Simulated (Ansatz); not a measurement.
H4B2Si, SMILES `[H]/B=[SiH]\B` (charge 0, multiplicity 1).

All values below come from B3LYP/cc-pVTZ // B3LYP-D3(BJ)/def2-TZVP run with Ansatz (a program for electronic structure).

Ansatz 0.2 input:
```yaml
crystal:
  periodic: [false, false, false]
  atoms:
    - { symbol: B, position_ang: [1.717649, -0.035398, 0.330494] }
    - { symbol: Si, position_ang: [0.128561, 0.826077, -0.004405] }
    - { symbol: B, position_ang: [-1.25583, -0.50407, -0.223049] }
    - { symbol: H, position_ang: [2.655811, -0.715682, 0.534101] }
    - { symbol: H, position_ang: [0.082135, 2.299165, -0.064575] }
    - { symbol: H, position_ang: [-2.389836, -0.222978, -0.450156] }
    - { symbol: H, position_ang: [-0.938488, -1.647114, -0.122409] }
basis:
  gaussian: { orbitals: cc-pVTZ }
hamiltonian:
  xc: b3lyp
```

Output:

```
Functional definition: B3LYP
948 factors; their error is unknown
mean field evaluation 1: about -9289.5351 eV, gradient 3.2e1 eV
mean field evaluation 2: about -9281.3193 eV, gradient 5.3e1 eV
mean field evaluation 4: about -9293.0668 eV, gradient 6.8e0 eV
mean field evaluation 8: about -9293.2649 eV, gradient 3.4e-1 eV
mean field evaluation 16: about -9293.2651 eV, gradient 1.6e-5 eV
mean field -9293.26508605 eV, -341.5211927110 hartree, gradient 1.6e-5 eV, S^2 0.000000; 0 other end points of the search recorded, 0 dependent functions left out
reference -9293.26534239 eV, -341.5212021314 hartree; 14, 14 occupied and 136, 136 virtual orbitals, 948 factors
Total energy: -9293.26534239 eV, -341.5212021314 hartree
```
